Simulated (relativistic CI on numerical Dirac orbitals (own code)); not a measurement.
Level scheme of Hf³⁷⁺

Computed by Dirac-Coulomb-Breit CI, KLI orbitals optimised for each configuration, model QED, unscaled Slater integrals (own radial code, finite nucleus).

CI space (outside the closed core [Ar] 3d10): 4s²4p⁵, 4s4p⁶, 4s²4p⁴4d, 4s4p⁵4d, 4s²4p⁴4f, 4s4p⁵4f, 4p⁶4d, 4s4p⁴4d², 4s²4p³4d4f, 4p⁶4f, 4p⁵4d², 4p⁴4d³, 4p⁴4d²4f. Double excitations out of closed p, d and f shells are left out; levels of such configurations are missing from the list, as are those of other unlisted configurations, and high levels can miss mixing partners.

The lowest level is 4s²4p⁵ ²P°3/2, with 100 % of that term; Hund's rules for 4s²4p⁵ give ²P° with J = 3/2, in agreement.

| No. | Configuration | Term | J | E (eV) | % | Next component (%) | Landé g | Lifetime (s) |
| --- | --- | --- | --- | --- | --- | --- | --- | --- |
| 1 | 4s²4p⁵ | ²P° | 3/2 | 0.000 | 100 |  | 1.330 |  |
| 2 | 4s²4p⁵ | ²P° | 1/2 | 79.918 | 99 |  | 0.660 | 2.04e-07 |
| 3 | 4s²4p⁴4d | ⁴D | 3/2 | 140.493 | 37 | 31 ²D | 1.181 | 4.72e-10 |
| 4 | 4s²4p⁴4d | ⁴P | 1/2 | 142.301 | 45 | 26 ²P | 1.673 | 1.02e-10 |
| 5 | 4s²4p⁴4d | ⁴D | 5/2 | 142.618 | 45 | 19 ²D | 1.221 | 9.31e-10 |
| 6 | 4s²4p⁴4d | ⁴F | 7/2 | 145.430 | 32 | 31 ²F | 1.134 | 4.18e-03 |
| 7 | 4s²4p⁴4d | ²D | 3/2 | 153.825 | 61 | 19 ⁴F | 0.866 | 7.25e-08 |
| 8 | 4s²4p⁴4d | ²P | 1/2 | 157.018 | 44 | 23 4s4p⁶ ²S | 1.308 | 4.10e-10 |
| 9 | 4s²4p⁴4d | ²F | 7/2 | 158.244 | 48 | 42 ⁴D | 1.245 | 3.52e-05 |
| 10 | 4s²4p⁴4d | ⁴F | 9/2 | 159.732 | 69 | 30 ²G | 1.263 | 5.53e-05 |
| 11 | 4s²4p⁴4d | ²D | 5/2 | 172.183 | 50 | 24 ⁴P | 1.220 | 3.82e-10 |
| 12 | 4s²4p⁴4d | ²D | 3/2 | 176.619 | 36 | 28 ²P | 1.158 | 2.61e-12 |
| 13 | 4s²4p⁴4d | ²D | 5/2 | 179.743 | 41 | 22 ²F | 1.136 | 2.03e-12 |
| 14 | 4s4p⁶ | ²S | 1/2 | 183.105 | 59 | 25 4s²4p⁴4d ⁴P | 1.970 | 2.00e-12 |
| 15 | 4s²4p⁴4d | ⁴D | 1/2 | 215.310 | 79 | 16 ²P | 0.206 | 1.54e-10 |
| 16 | 4s²4p⁴4d | ⁴D | 3/2 | 219.907 | 35 | 28 ⁴F | 0.981 | 8.07e-10 |
| 17 | 4s²4p⁴4d | ⁴F | 5/2 | 224.363 | 44 | 38 ²F | 0.992 | 3.06e-11 |
| 18 | 4s²4p⁴4d | ²G | 7/2 | 225.529 | 59 | 25 ²F | 1.004 | 4.06e-07 |
| 19 | 4s²4p⁴4d | ⁴D | 7/2 | 235.468 | 41 | 39 ⁴F | 1.295 | 2.19e-07 |
| 20 | 4s²4p⁴4d | ²P | 3/2 | 238.581 | 50 | 28 ⁴P | 1.364 | 2.33e-11 |
| 21 | 4s²4p⁴4d | ²F | 5/2 | 240.950 | 47 | 21 ⁴P | 1.138 | 7.59e-10 |
| 22 | 4s²4p⁴4d | ²G | 9/2 | 241.877 | 69 | 30 ⁴F | 1.174 | 3.83e-07 |
| 23 | 4s²4p⁴4d | ²D | 5/2 | 243.150 | 59 | 26 ⁴P | 1.298 | 1.45e-12 |
| 24 | 4s²4p⁴4d | ²S | 1/2 | 243.584 | 46 | 22 ²P | 1.834 | 4.17e-13 |
| 25 | 4s²4p⁴4d | ²P | 3/2 | 244.105 | 58 | 19 ²D | 1.163 | 5.52e-13 |
| 26 | 4s²4p⁴4d | ²D | 5/2 | 245.153 | 57 | 35 ²F | 1.092 | 7.28e-13 |
| 27 | 4s²4p⁴4d | ²F | 7/2 | 248.085 | 77 | 12 ⁴F | 1.144 | 3.23e-07 |
| 28 | 4s²4p⁴4d | ²D | 3/2 | 262.887 | 67 | 15 ⁴F | 0.825 | 1.34e-12 |
| 29 | 4s²4p⁴4d | ²P | 1/2 | 270.202 | 75 | 22 ²S | 0.987 | 7.07e-13 |
| 30 | 4s4p⁵4d | ⁴P° | 1/2 | 318.634 | 90 | 9 ⁴D° | 2.390 | 2.82e-12 |

Energies count from the lowest computed level; ° marks odd parity; lifetimes are radiative, by E1, M1, E2, M2, E3 decay to levels of this space only.

The mean weight of the leading LS term, summed over parents, in these 30 levels is 57 %, and that of the leading jj configuration (from the same eigenvectors) 90 %, so jj coupling describes them better and the LS labels are nominal.

At this charge energies of transitions that change n are usually good to better than 1 %, and those within a shell (Δn = 0) to a few per cent.

LS names give the leading component of a level, which can be under half, so a name can repeat, a term be missing and a line seem to break the LS rules.
